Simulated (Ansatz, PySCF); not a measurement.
Input for Ansatz (a quantum-chemistry and plane-wave program):
Ansatz 0.2 input:
```yaml
crystal:
  periodic: [false, false, false]
  atoms:
    - {symbol: Zn, position_ang: [0.00700298, 0.00572522, 0.09593080]}
    - {symbol: H, position_ang: [0.06721488, -1.18648772, -1.38585186]}
    - {symbol: H, position_ang: [-0.27730424, 1.01473107, -1.49207223]}
basis:
  gaussian:
    orbitals: def2-SVPD
hamiltonian:
  xc: {name: BHLYP}
magnetization: {spin_polarized: true, initial_magnetization: 2}
accuracy: high
```

### Question
Write the same job for PySCF.

### Answer
One answer among several that fit: 
```python
from pyscf import gto, scf, dft

mol = gto.Mole()
mol.atom = '''
    Zn    0.00700298    0.00572522    0.09593080
    H     0.06721488   -1.18648772   -1.38585186
    H    -0.27730424    1.01473107   -1.49207223
'''
mol.basis = 'def2-svpd'
mol.spin = 2
mol.verbose = 4
mol.build()

mf = dft.UKS(mol)
mf.xc = 'bhandhlyp'
mf.grids.atom_grid = (99, 590)
mf.grids.prune = None
mf.kernel()
```

Both were run: Ansatz gave -1780.148750 Eh and PySCF -1780.148750 Eh, 0.000 mEh apart.
